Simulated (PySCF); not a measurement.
How methods differ on the excitation energy of Ar⁺

Ar⁺ [Ne] 3s2 3p5 (2P) → Ar⁺ [Ne] 3s1 3p6 (2S), as a difference of total energies. Computed with PySCF 2.14 in aug-cc-pVQZ-DK (7s6p4d3f2g, 84 functions), with the spin-free X2C one-electron Hamiltonian (Gaussian nucleus). Correlated levels: valence: [Ne] frozen. The calculations carry no spin-orbit coupling.

```csv
method,excitation energy (cm⁻¹),error (cm⁻¹)
UHF,151500,+43252
MP2 (valence),128540,+20298
SCS-MP2 (valence),126170,+17921
CCSD (valence),117390,+9148
CCSD(T) (valence),110640,+2393
```

Reference: 108240 cm⁻¹ (measured; NIST levels, between the centres of gravity of the two terms).

Errors of the correlated levels include the incompleteness of this basis and the frozen core.

The coupled-cluster amplitudes are large for the upper state (T1 above 0.03 or a double amplitude above 0.15), so a single reference is strained.
